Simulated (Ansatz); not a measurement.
```yaml
crystal:
  periodic: [false, false, false]
  atoms:
    - {symbol: N, position_ang: [-1.491608, 0.441649, -0.094595]}
    - {symbol: P, position_ang: [-0.907762, -0.685396, 1.187144]}
    - {symbol: Si, position_ang: [1.258669, -0.662861, 0.413073]}
    - {symbol: N, position_ang: [1.137796, 0.332941, -0.968626]}
    - {symbol: Si, position_ang: [-0.003992, 1.689185, -0.822079]}
    - {symbol: H, position_ang: [-1.877971, -0.052567, -0.892044]}
    - {symbol: H, position_ang: [-2.233301, 1.025197, 0.282282]}
    - {symbol: H, position_ang: [-1.272572, -1.897120, 0.535495]}
    - {symbol: H, position_ang: [1.704910, -2.058884, 0.127397]}
    - {symbol: H, position_ang: [1.348960, -0.022799, -1.887146]}
    - {symbol: H, position_ang: [2.109759, -0.095573, 1.486696]}
    - {symbol: H, position_ang: [0.304013, 1.931025, 0.666505]}
basis:
  gaussian: {orbitals: def2-mTZVPP}
total_charge: -2
hamiltonian: {xc: {name: wB97M-V}, pseudopotentials: {relativity: scalar}}
accuracy: high
output: {forces: true}
```

```sh
$ ansatz run in.yaml --threads 4 --pin off --events-out ev --progress --plain --max-ram 10444MiB
```

Shortened log:

```
Functional definition: wB97M-V
3358 factors; integrals over basis functions are off by at most 5.3e-9 eV
546 factors; integrals over basis functions are off by at most 2.2e-9 eV
mean field evaluation 1: about -28179.0298 eV, gradient 2.9e1 eV
mean field evaluation 2: about -28180.0843 eV, gradient 2.6e1 eV
mean field evaluation 4: about -28181.6536 eV, gradient 1.7e0 eV
mean field evaluation 8: about -28181.8274 eV, gradient 2.3e-1 eV
mean field evaluation 16: about -28181.8291 eV, gradient 9.4e-3 eV
mean field evaluation 32: about -28181.8291 eV, gradient 2.7e-5 eV
mean field -28181.82912207 eV, -1035.6631179064 hartree, gradient 9.2e-8 eV, S^2 0.000000; 0 other end points of the search recorded, 0 dependent functions left out
reference -28181.82912709 eV, -1035.6631180906 hartree; 33, 33 occupied and 131, 131 virtual orbitals, 3358 factors
Total energy: -28181.82912709 eV, -1035.6631180906 hartree
Relativity: scalar
Atom 0 at    -1.491608     0.441649    -0.094595 Å, force    -0.225261     1.829171    -1.988722 eV/Å
Atom 1 at    -0.907762    -0.685396     1.187144 Å, force     2.529601    -1.786522     3.196706 eV/Å
Atom 2 at     1.258669    -0.662861     0.413073 Å, force    -1.976052    -0.315886     1.598635 eV/Å
Atom 3 at     1.137796     0.332941    -0.968626 Å, force     0.912653    -0.020878    -0.741186 eV/Å
Atom 4 at    -0.003992     1.689185    -0.822079 Å, force    -0.709877     0.337973    -0.142034 eV/Å
Atom 5 at    -1.877971    -0.052567    -0.892044 Å, force    -0.374722    -0.376953    -1.038961 eV/Å
Atom 6 at    -2.233301     1.025197     0.282282 Å, force    -0.518965     0.346165     0.244815 eV/Å
Atom 7 at    -1.272572    -1.897120     0.535495 Å, force    -0.254065     0.092865    -0.635681 eV/Å
Atom 8 at     1.704910    -2.058884     0.127397 Å, force     0.356092    -0.003601    -0.423464 eV/Å
Atom 9 at     1.348960    -0.022799    -1.887146 Å, force    -0.090042    -0.093987    -0.212059 eV/Å
Atom 10 at     2.109759    -0.095573     1.486696 Å, force     0.289363    -0.133606     0.090400 eV/Å
Atom 11 at     0.304013     1.931025     0.666505 Å, force     0.061276     0.125259     0.051551 eV/Å
Dipole moment:    -0.141871    -0.305819    -0.452418 e Å
```

In this input the charge is far from anything that the molecule holds. The run converged. The result belongs to that input, not to the molecule as meant.
